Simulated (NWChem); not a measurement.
All runs are NWChem calculations. System: HB, charge 0, spin multiplicity 1, at a geometry optimised with PBE/def2-SVP. The structure started from a generated list of species. Level: r2SCAN/def2-QZVP.

The NWChem input:

```
start mol
memory heap 200 mb stack 900 mb global 1100 mb
geometry units angstroms nocenter noautoz
  B      0.000000     0.000000     0.211104
  H      0.000000     0.000000    -1.055520
  symmetry group C2v
end
basis spherical
  * library def2-qzvp
end
dft
  xc r2scan
  semidirect memsize 60000000 filesize 0
  iterations 100
  grid fine
end
task dft energy
```

NWChem printed:

```
             Northwest Computational Chemistry Package (NWChem) 7.3.0
             --------------------------------------------------------

                                NWChem Input Module
                                -------------------

 Scaling coordinates for geometry "geometry" by  1.889725989
 (inverse scale =  0.529177249)

 Turning off AUTOSYM since
 SYMMETRY directive was detected!

                             Geometry "geometry" -> ""
                             -------------------------

 Output coordinates in angstroms (scale by  1.889725989 to convert to a.u.)

  No.       Tag          Charge          X              Y              Z
 ---- ---------------- ---------- -------------- -------------- --------------
    1 B                    5.0000     0.00000000     0.00000000     0.21110400
    2 H                    1.0000     0.00000000     0.00000000    -1.05552000

 Effective nuclear repulsion energy (a.u.)       2.0889279257

            Nuclear Dipole moment (a.u.)
            ----------------------------
        X                 Y               Z
 ---------------- ---------------- ----------------
     0.0000000000     0.0000000000     0.0000000000

      Symmetry information
      --------------------

 Group name             C2v
 Group number             16
 Group order               4
 No. of unique centers     2

      Symmetry unique atoms

     1    2


 Summary of "ao basis" -> "" (spherical)
 ------------------------------------------------------------------------------
       Tag                 Description            Shells   Functions and Types
 ---------------- ------------------------------  ------  ---------------------
 *                         def2-qzvp                  on all atoms

                                 NWChem DFT Module
                                 -----------------

 Summary of "ao basis" -> "ao basis" (spherical)
 ------------------------------------------------------------------------------
       Tag                 Description            Shells   Functions and Types
 ---------------- ------------------------------  ------  ---------------------
 B                         def2-qzvp                17       57   7s4p3d2f1g
 H                         def2-qzvp                10       30   4s3p2d1f

 Summary of "ao basis" -> "ao basis" (spherical)
 ------------------------------------------------------------------------------
       Tag                 Description            Shells   Functions and Types
 ---------------- ------------------------------  ------  ---------------------
 B                         def2-qzvp                17       57   7s4p3d2f1g
 H                         def2-qzvp                10       30   4s3p2d1f

      Symmetry analysis of basis
      --------------------------

        a1         37
        a2         10
        b1         20
        b2         20

            General Information
            -------------------
          SCF calculation type: DFT
          Wavefunction type:  closed shell.
          No. of atoms     :     2
          No. of electrons :     6
           Alpha electrons :     3
            Beta electrons :     3
          Charge           :     0
          Spin multiplicity:     1
          Use of symmetry is: on ; symmetry adaption is: on
          Maximum number of iterations: 100
          AO basis - number of functions:    87
                     number of shells:    27
          Convergence on energy requested:  1.00D-06
          Convergence on density requested:  1.00D-05
          Convergence on gradient requested:  5.00D-04

              XC Information
              --------------
                      r^2SCAN Method XC Functional
               r^2SCAN metaGGA Exchange Functional  1.000
                     r^2SCAN Correlation Potential  1.000

             Grid Information
             ----------------
          Grid used for XC integration:  fine
          Radial quadrature: Mura-Knowles
          Angular quadrature: Lebedev.
          Tag              B.-S. Rad. Rad. Pts. Rad. Cut. Ang. Pts.
          ---              ---------- --------- --------- ---------
          B                   0.85       70           8.0       590
          H                   0.35       60           9.0       590
          Grid pruning is: on
          Number of quadrature shells:   130
          Spatial weights used:  Erf1

          Convergence Information
          -----------------------
          Convergence aids based upon iterative change in
          total energy or number of iterations.
          Levelshifting, if invoked, occurs when the
          HOMO/LUMO gap drops below (HL_TOL):  1.00D-02
          DIIS, if invoked, will attempt to extrapolate
          using up to (NFOCK): 10 stored Fock matrices.

                    Damping( 0%)  Levelshifting(0.5)       DIIS
                  --------------- ------------------- ---------------
          dE  on:    start            ASAP                start
          dE off:    2 iters        100 iters           100 iters

      Screening Tolerance Information
      -------------------------------
          Density screening/tol_rho:  1.00D-10
          AO Gaussian exp screening on grid/accAOfunc:  14
          CD Gaussian exp screening on grid/accCDfunc:  20
          XC Gaussian exp screening on grid/accXCfunc:  20
          Schwarz screening/accCoul:  1.00D-08

      Superposition of Atomic Density Guess
      -------------------------------------

 Sum of atomic energies:         -25.03537149

      Non-variational initial energy
      ------------------------------

 Total energy =     -24.949547
 1-e energy   =     -36.914283
 2-e energy   =       9.875809
 HOMO         =      -0.194569
 LUMO         =      -0.014572

      Symmetry analysis of molecular orbitals - initial
      -------------------------------------------------

 !! scf_movecs_sym_adapt:   58 vectors were symmetry contaminated

  Symmetry fudging

 !! scf_movecs_sym_adapt:   58 vectors were symmetry contaminated

  Numbering of irreducible representations:

     1 a1          2 a2          3 b1          4 b2

  Orbital symmetries:

     1 a1          2 a1          3 a1          4 b2          5 b1
     6 a1          7 a1          8 b1          9 b2         10 a1
    11 b2         12 b1         13 a1

------------------------------------------------------------
EAF file 0: "./mol.aoints.0" size=524288 bytes
------------------------------------------------------------
               write      read    awrite     aread      wait
               -----      ----    ------     -----      ----
     calls:        1         0         0         0         0
   data(b): 5.24e+05  0.00e+00  0.00e+00  0.00e+00
   time(s): 0.00e+00  0.00e+00  0.00e+00  0.00e+00  0.00e+00
rate(mb/s): 0.00e+00  0.00e+00
------------------------------------------------------------

 !! scf_movecs_sym_adapt:   40 vectors were symmetry contaminated

  Symmetry fudging

 !! scf_movecs_sym_adapt:   40 vectors were symmetry contaminated

   convergence    iter        energy       DeltaE   RMS-Dens  Diis-err    time
 ---------------- ----- ----------------- --------- --------- ---------  ------
 d= 0,ls=0.0,diis     1    -25.2485501304 -2.73D+01  1.09D-02  1.59D-01     1.4

 !! scf_movecs_sym_adapt:   40 vectors were symmetry contaminated

  Symmetry fudging

 !! scf_movecs_sym_adapt:   40 vectors were symmetry contaminated

 d= 0,ls=0.0,diis     2    -25.2599377169 -1.14D-02  2.62D-03  2.16D-02     1.5

 !! scf_movecs_sym_adapt:   40 vectors were symmetry contaminated

  Symmetry fudging

 !! scf_movecs_sym_adapt:   40 vectors were symmetry contaminated

 d= 0,ls=0.0,diis     3    -25.2638690732 -3.93D-03  9.77D-04  3.37D-03     1.6

 !! scf_movecs_sym_adapt:   40 vectors were symmetry contaminated

  Symmetry fudging

 !! scf_movecs_sym_adapt:   40 vectors were symmetry contaminated

 d= 0,ls=0.0,diis     4    -25.2645818457 -7.13D-04  4.07D-05  1.38D-05     1.8

 !! scf_movecs_sym_adapt:   40 vectors were symmetry contaminated

  Symmetry fudging

 !! scf_movecs_sym_adapt:   40 vectors were symmetry contaminated

 d= 0,ls=0.0,diis     5    -25.2645846787 -2.83D-06  2.90D-05  4.71D-07     1.9

 !! scf_movecs_sym_adapt:   40 vectors were symmetry contaminated

  Symmetry fudging

 !! scf_movecs_sym_adapt:   38 vectors were symmetry contaminated

 d= 0,ls=0.0,diis     6    -25.2645847851 -1.06D-07  5.12D-06  5.18D-09     2.0

         Total DFT energy =      -25.264584785104
      One electron energy =      -37.117028829554
           Coulomb energy =       14.015820319762
    Exchange-Corr. energy =       -4.252304201041
 Nuclear repulsion energy =        2.088927925729

 Numeric. integr. density =        5.999999875460

     Total iterative time =      1.5s

                  Occupations of the irreducible representations
                  ----------------------------------------------

                     irrep           alpha         beta
                     --------     --------     --------
                     a1                3.0          3.0
                     a2                0.0          0.0
                     b1                0.0          0.0
                     b2                0.0          0.0

                       DFT Final Molecular Orbital Analysis
                       ------------------------------------

 Vector    1  Occ=2.000000D+00  E=-6.728931D+00  Symmetry=a1
              MO Center= -4.6D-20, -4.5D-20,  2.1D-01, r^2= 4.1D-02
   Bfn.  Coefficient  Atom+Function         Bfn.  Coefficient  Atom+Function
  ----- ------------  ---------------      ----- ------------  ---------------
     1      0.544179  1 B  s                  3      0.368908  1 B  s
     4      0.182694  1 B  s

 Vector    2  Occ=2.000000D+00  E=-4.483278D-01  Symmetry=a1
              MO Center=  2.2D-16,  4.9D-15, -4.8D-01, r^2= 9.9D-01
   Bfn.  Coefficient  Atom+Function         Bfn.  Coefficient  Atom+Function
  ----- ------------  ---------------      ----- ------------  ---------------
     6      0.370162  1 B  s                  5      0.235850  1 B  s
    60      0.223796  2 H  s                 59      0.157575  2 H  s
    13     -0.104062  1 B  pz                10     -0.103520  1 B  pz
     3     -0.101185  1 B  s                  1     -0.091977  1 B  s
    58      0.089856  2 H  s                  4     -0.088101  1 B  s

 Vector    3  Occ=2.000000D+00  E=-2.115817D-01  Symmetry=a1
              MO Center=  8.3D-15,  7.7D-15,  4.2D-01, r^2= 1.7D+00
   Bfn.  Coefficient  Atom+Function         Bfn.  Coefficient  Atom+Function
  ----- ------------  ---------------      ----- ------------  ---------------
     6      0.415327  1 B  s                  7      0.336357  1 B  s
    60     -0.232499  2 H  s                 10      0.218773  1 B  pz
    13      0.195474  1 B  pz                 5      0.169188  1 B  s
    16      0.166127  1 B  pz                59     -0.140137  2 H  s
    61     -0.136710  2 H  s                  3     -0.076308  1 B  s

 Vector    4  Occ=0.000000D+00  E=-1.154873D-01  Symmetry=b1
              MO Center= -8.2D-16,  2.3D-31,  1.6D-01, r^2= 1.9D+00
   Bfn.  Coefficient  Atom+Function         Bfn.  Coefficient  Atom+Function
  ----- ------------  ---------------      ----- ------------  ---------------
    14      0.361591  1 B  px                11      0.340310  1 B  px
     8      0.292964  1 B  px                17      0.183135  1 B  px
    68      0.052906  2 H  px

 Vector    5  Occ=0.000000D+00  E=-1.154873D-01  Symmetry=b2
              MO Center=  1.7D-30, -7.1D-15,  1.6D-01, r^2= 1.9D+00
   Bfn.  Coefficient  Atom+Function         Bfn.  Coefficient  Atom+Function
  ----- ------------  ---------------      ----- ------------  ---------------
    15      0.361591  1 B  py                12      0.340310  1 B  py
     9      0.292964  1 B  py                18      0.183135  1 B  py
    69      0.052906  2 H  py

 Vector    6  Occ=0.000000D+00  E= 8.428032D-02  Symmetry=a1
              MO Center= -2.2D-14, -1.2D-14, -1.1D+00, r^2= 3.8D+00
   Bfn.  Coefficient  Atom+Function         Bfn.  Coefficient  Atom+Function
  ----- ------------  ---------------      ----- ------------  ---------------
    61      2.045986  2 H  s                  6     -0.965743  1 B  s
    16      0.671673  1 B  pz                 7     -0.598657  1 B  s
    19      0.317510  1 B  pz                10      0.176785  1 B  pz
    13      0.145005  1 B  pz                59      0.105550  2 H  s
     3      0.076727  1 B  s                 60      0.062848  2 H  s

 center of mass
 --------------
 x =   0.00000000 y =   0.00000000 z =   0.19819019

 moments of inertia (a.u.)
 ------------------
           5.289777256733           0.000000000000           0.000000000000
           0.000000000000           5.289777256733           0.000000000000
           0.000000000000           0.000000000000           0.000000000000

     Multipole analysis of the density
     ---------------------------------

     L   x y z        total         alpha         beta         nuclear
     -   - - -        -----         -----         ----         -------
     0   0 0 0     -0.000000     -3.000000     -3.000000      6.000000

     1   1 0 0      0.000000      0.000000      0.000000      0.000000
     1   0 1 0      0.000000      0.000000      0.000000      0.000000
     1   0 0 1     -0.581623     -0.290812     -0.290812      0.000000

     2   2 0 0     -4.998179     -2.499089     -2.499089      0.000000
     2   1 1 0     -0.000000     -0.000000     -0.000000      0.000000
     2   1 0 1      0.000000      0.000000      0.000000      0.000000
     2   0 2 0     -4.998179     -2.499089     -2.499089      0.000000
     2   0 1 1      0.000000      0.000000      0.000000      0.000000
     2   0 0 2     -7.837197     -6.305760     -6.305760      4.774324

 Task  times  cpu:        2.0s     wall:        2.0s

 Total times  cpu:        2.0s     wall:        2.0s
```
